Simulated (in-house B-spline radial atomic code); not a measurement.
Computed with a B-spline radial atomic code. Model: two electrons, singlet ground state, non-relativistic, full CI in B-splines with partial waves to l = 8 (at full coupling up to 3e-4 hartree above the limit, correlation up to 0.6 % small), density held at that of full coupling by Lieb maximisation.

W(λ) is the mean repulsion in the state of coupling λ less the Hartree energy of the fixed density. Its start is exact exchange, its initial slope is twice the second-order Görling-Levy correlation energy, and its area from 0 to 1 is E_xc. A straight curve means weak, dynamic correlation, and a curve that drops fast and flattens means strong correlation.

Command:
```bash
python run_ac.py task.json out
```
Settings (lengths in bohr, energies in hartree):
```
potential              coulomb
strength               3.38
lmax                   8
wall_radius            0.926
```

Run time, properties included: 2.3 s on 1 thread of Intel(R) Xeon(R) Processor @ 2.30GHz, on a shared host.

**W = mean repulsion less Hartree energy, and W of three functionals.**

Given: confinement point charge; nuclear charge 3.38; hard wall radius 0.926 bohr; external potential -Z/r.

Computed: PBE exchange minus exact 91.604 millihartree; SCAN exchange minus exact 9.5198 millihartree.

| coupling | W xc (hartree) | W xc minus exchange (millihartree) | kinetic minus Kohn-Sham (millihartree) | LDA (PW92) W minus its exchange (millihartree) | PBE W minus its exchange (millihartree) | SCAN W minus its exchange (millihartree) |
| --- | --- | --- | --- | --- | --- | --- |
| 0 | -2.4974 | 0 | 0 | 0 | 0 | 0 |
| 0.02 | -2.4992 | -1.867 | 0 | -14.16 | -2.32 | -1.9 |
| 0.05 | -2.502 | -4.656 | 0.1 | -29.83 | -5.83 | -4.71 |
| 0.12 | -2.5085 | -11.099 | 0.7 | -59.11 | -14 | -11.16 |
| 0.25 | -2.5202 | -22.841 | 2.8 | -102.15 | -29.03 | -22.78 |
| 0.4 | -2.5334 | -36.039 | 7.1 | -142.81 | -46 | -35.72 |
| 0.6 | -2.5504 | -53.075 | 15.6 | -188.6 | -67.88 | -52.32 |
| 0.8 | ? | ? | ? | ? | ? | ? |
| 1 | -2.5827 | -85.341 | 41.4 | -263.41 | -109.08 | -83.55 |
| 1.4 | ? | ? | ? | ? | ? | ? |
| 2 | -2.6541 | -156.76 | 147.5 | -400.7 | -198.76 | -152.45 |
| 3 | -2.7146 | -217.29 | 298 | -501.42 | -273.4 | -211.18 |
| 4.5 | -2.7898 | -292.44 | 577.7 | -616.15 | -365.13 | -285.1 |
| 7 | -2.8855 | -388.14 | 1121.7 | -753.61 | -482 | -381.5 |
| 10 | -2.9687 | -471.39 | 1822.5 | -870.05 | -585.29 | -467.74 |

**Question.** What belongs in the row 0.8?

**Answer.** W xc (hartree): -2.5669; W xc minus exchange (millihartree): -69.499; kinetic minus Kohn-Sham (millihartree): 27.1; LDA (PW92) W minus its exchange (millihartree): -228.18; PBE W minus its exchange (millihartree): -88.91; SCAN W minus its exchange (millihartree): -68.24.

**Question.** What belongs in the row 1.4?

**Answer.** W xc (hartree): -2.6127; W xc minus exchange (millihartree): -115.39; kinetic minus Kohn-Sham (millihartree): 77.3; LDA (PW92) W minus its exchange (millihartree): -324.6; PBE W minus its exchange (millihartree): -147.07; SCAN W minus its exchange (millihartree): -112.54.

**Question.** What is the LDA exchange minus exact?

**Answer.** 364.3 millihartree.

**Energy parts, natural occupations and partial-wave weights.**

Computed: exchange energy -2.4974 hartree; correlation energy -0.04399 hartree; kinetic part of the DFT correlation energy 0.041351 hartree; initial slope twice GL2 -0.093539 hartree; kinetic part over minus potential part 0.48454; Hartree energy 4.9947 hartree; Kohn-Sham kinetic 15.752 hartree.

```csv
natural,occupation of the shell (electrons)
s,1.9971
p,0.0022467
s,0.00042235
d,?
p,4.1248e-05
f,1.5378e-05
```

**Question.** What belongs in the row d?

**Answer.** occupation of the shell (electrons): 0.00011423.

```json
{"wave": "s", "weight": "0.99878"}
{"wave": "p", "weight": "0.0011453"}
{"wave": "d", "weight": "?"}
{"wave": "f", "weight": "8.6716e-06"}
{"wave": "g", "weight": "2.0543e-06"}
```

**Question.** What belongs in the row d?

**Answer.** weight: 6.1204e-05.

**Question.** What is the Lieb Oxford ratio E_xc over LDA exchange?

**Answer.** 1.1914.

**Question.** What is the total energy?

**Answer.** -7.4979 hartree.

Half-way to full coupling W has made 52 % of its drop, against 50 % for a straight line, and second-order (GL2) theory, half the initial slope, overshoots the correlation energy by about 6 %: correlation is weak here. Over couplings 0 to 1 the errors in E_xc come to about +251 millihartree for LDA, +79 millihartree for PBE, +10 millihartree for SCAN, so SCAN is nearest. In LDA and PBE the errors of exchange and correlation have opposite signs, so the sum is smaller than the larger of the two.
